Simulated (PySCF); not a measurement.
Mo(O)2(OH) (HMoO3), SMILES [O]=[Mo+]([OH])=[O], charge +1, multiplicity 1. Coordinates come from a PBE0-D3(BJ)/def2-SVP optimisation. The spin state was assumed, not searched. The isomer is the one that the SMILES or the coordinates give; other isomers of the formula were not compared. The def2 effective core potentials stand for the cores of Mo; spin–orbit coupling is left out. The values are those of a single conformer.

Computed equilibrium geometry at PBE0-D3(BJ)/def2-SVP (PySCF confirms it by a frequency run) as a Z-matrix, and its point group (one conformer of several):
point group Cs.
```
Mo
O 1 1.6438
O 1 1.6438 2 104.18
O 1 1.7957 2 109.07 3 -116.36
H 4 0.9738 1 151.84 2 56.60
```
Charge +1, spin multiplicity 1.
